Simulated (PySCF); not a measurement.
OSc, SMILES [O]=[Sc] (connectivity only; charge and spin as stated), neutral, multiplicity 2.

Coordinates come from a B3LYP-D3(BJ)/def2-TZVPD optimisation.

All values below come from CAM-B3LYP/def2-TZVPD run with PySCF.

Isolated molecule, no solvent.

The total energy is -835.96630 hartree and the point group is C∞v. The α spin, highest occupied and lowest empty level is -5.77 and -0.64 eV and the β spin, highest occupied and lowest empty level is -9.49 and -1.92 eV. The dipole moment comes out as 4.11 D, the mean static polarisability comes out as 104.0 bohr³ (15.41 Å³) and the polarisability, principal values is 86.8, 112.6, 112.6 bohr³. The ⟨S²⟩ is 0.751 (pure state 0.75).
